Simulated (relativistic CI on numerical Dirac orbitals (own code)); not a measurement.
## d8 in a ligand field

Computed with a parametric ligand-field model of a d^n configuration (Racah B and C, spin-orbit zeta, crystal field), exact diagonalisation.

Field parameters in Wybourne normalisation: Oh B⁴₀ = 21Dq, B⁴₄ = √(5/14) B⁴₀; Td as Oh with Dq negative (B⁴₀ = 21Dq, B⁴₄ = √(5/14) B⁴₀). The field is a parameter set, without covalency.

Task: Lowest levels for B = 810, C = 3850, ζ = 510 cm⁻¹, Td, 10Dq = -5950 cm⁻¹?

Result: A1 0 (S 1.00), T1 330 (S 1.00), E 946 (S 1.00), T2 1055 (S 1.00), T1 5776 (S 1.00), E 5861 (S 1.00), T2 5895 (S 1.00), A2 6119 (S 1.00), T2 11836 (S 0.98) cm⁻¹, with S from ⟨S²⟩ = S(S + 1). The ground level has 3.90 electrons in the cubic e pair.

Task: Lowest levels for B = 630, C = 2460, ζ = 2950 cm⁻¹, Oh, 10Dq = 19300 cm⁻¹?

Result: T2 0 (S 0.99), E 9128 (S 0.19), A1 17130 (S 0.29), E 18484 (S 0.97), T1 18536 (S 0.98), T2 20445 (S 0.96), A2 21868 (S 1.00), T2 26948 (S 0.93), T1 27011 (S 0.98) cm⁻¹, with S from ⟨S²⟩ = S(S + 1). The ground level has 2.05 electrons in the cubic e pair.

Task: Lowest levels for B = 1030, C = 4270, ζ = 520 cm⁻¹, Oh, 10Dq = 30550 cm⁻¹?

Result: T2 0 (S 1.00), E 16553 (S 0.01), A1 30139 (S 0.01), T1 30423 (S 1.00), E 30427 (S 1.00), T2 30694 (S 1.00), A2 30833 (S 1.00), A1 41240 (S 1.00), T1 41241 (S 1.00) cm⁻¹, with S from ⟨S²⟩ = S(S + 1). The ground level has 2.00 electrons in the cubic e pair.

Task: Lowest levels for B = 670, C = 2580, ζ = 640 cm⁻¹, Oh, 10Dq = 20550 cm⁻¹?

Result: T2 0 (S 1.00), E 10348 (S 0.01), A1 19030 (S 0.02), T1 20396 (S 1.00), E 20398 (S 1.00), T2 20740 (S 1.00), A2 20922 (S 1.00), T1 27577 (S 1.00), A1 27599 (S 0.99) cm⁻¹, with S from ⟨S²⟩ = S(S + 1). The ground level has 2.00 electrons in the cubic e pair.

Task: Lowest levels for B = 330, C = 1250, ζ = 1050 cm⁻¹, Td, 10Dq = -7750 cm⁻¹?

Result: A1 0 (S 0.99), T1 651 (S 1.00), E 1579 (S 0.97), T2 1868 (S 0.98), T2 5520 (S 0.31), E 6116 (S 0.16), T1 8443 (S 1.00), E 8636 (S 0.99), A2 9162 (S 1.00) cm⁻¹, with S from ⟨S²⟩ = S(S + 1). The ground level has 3.95 electrons in the cubic e pair.
